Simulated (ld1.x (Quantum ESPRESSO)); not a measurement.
# Cutoff test, selenium (Se), TM

ld1.x (Quantum ESPRESSO) 7.5 input, shortened:

```
&input
   title='Se', zed=34., rel=2, dft='PBE', iswitch=3,
   config='[Ar] 3d10 4s2 4p3.5', rel_dist='average'
 /
 &inputp
   pseudotype=2, tm=.true., lloc=0,
   nlcc=.false.
 /
2
4P  2  1   3.50   0.00  1.20  1.20  0.0
4S  1  0   2.00   0.00  1.40  1.40  0.0
 &test
   configts(1)='4s2 4p3.5'
 /
```

Open shells are filled in proportion to 2j + 1 (rel_dist='average').

The pseudo-atom Hamiltonian at the reference potential is diagonalised in spherical Bessel functions j_l(qr) that vanish at 20 bohr, with q² up to the cutoff. All-electron valence levels (Ry): 4p1/2 -0.8133, 4p3/2 -0.7833, 4s -1.6090.

**Question.** How do the lowest levels (Ry) of each channel move with the cutoff, and are there ghosts?

**Answer.**

```
cutoff (Ry)  p1/2 #1  p1/2 #2  p1/2 #3  p3/2 #1  p3/2 #2     s #1     s #2     d #1    f #1  Σ f·Δε (mRy)
          8  -0.7737  -0.0868   0.0176  -0.7662  -0.0862  -1.4612  -0.1805  -0.0611  0.0378         381.5
         15  -0.7904  -0.0881   0.0167  -0.7869  -0.0877  -1.5833  -0.1949  -0.0619  0.0378          86.7
         21  -0.8062  -0.0893   0.0159  -0.8070  -0.0893  -1.5993  -0.1973  -0.0621  0.0378          83.0
         35  -0.8186  -0.0903   0.0152  -0.8307  -0.0912  -1.6031  -0.1976  -0.0627  0.0378         128.5
         45  -0.8192  -0.0903   0.0152  -0.8398  -0.0919  -1.6073  -0.1980  -0.0628  0.0378         142.1
         60  -0.8195  -0.0903   0.0152  -0.8919  -0.0977  -1.6086  -0.1982  -0.0628  0.0378         261.3
         90  -1.1230  -0.8094  -0.0902  -4.2523  -0.7783  -1.6089  -0.1982  -0.0628  0.0378          16.0
        110  -1.3158  -0.8123  -0.0902  -4.6480  -0.7815  -1.6090  -0.1982  -0.0628  0.0378           5.2
        160  -1.3385  -0.8125  -0.0902  -4.7522  -0.7823  -1.6090  -0.1982  -0.0628  0.0378           3.0
        200  -1.3810  -0.8130  -0.0903  -4.8219  -0.7830  -1.6090  -0.1982  -0.0628  0.0378           1.0
        300  -1.4068  -0.8132  -0.0903  -4.8549  -0.7832  -1.6090  -0.1982  -0.0628  0.0378           0.1
        400  -1.4118  -0.8132  -0.0903  -4.8607  -0.7833  -1.6090  -0.1982  -0.0628  0.0378           0.0
```

Result: ghost states, extra bound levels that the all-electron valence spectrum of the same l lacks: p3/2 at -66.1 eV, p1/2 at -19.2 eV (a true bound ghost makes a file unfit for plane-wave use); 10 mRy is reached at 100 Ry and 1 mRy at 230 Ry.
